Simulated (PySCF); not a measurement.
A calculated (BP86, PySCF 2.14, jorge-DZP-DKH, the spin-free X2C one-electron Hamiltonian (Gaussian nucleus)) atom or ion has these occupied shells.

```tsv
shell	electrons	orbital energy (eV)	rms radius, mean of both spins (bohr)
1s α	1	-11720.3	0.0524
1s β	1	-11720.2	0.0524
2s α	1	-1495.8	0.220
2s β	1	-1495.8	0.220
2p α	3	-1313.5	0.196
2p β	3	-1313.4	0.196
3s α	1	-199.57	0.642
3s β	1	-199.44	0.642
3p α	3	-143.08	0.669
3p β	3	-142.94	0.669
3d α	5	-50.049	0.751
3d β	5	-49.841	0.751
4s α	1	-24.058	2.01
4s β	1	-22.423	2.01
4p α	2	-14.055	2.51
```

Task: Name the element and its charge.

Result: As⁺ (arsenic, charge +1), in [Ar] 3d10 4s2 4p2, high-spin 3P determinant.
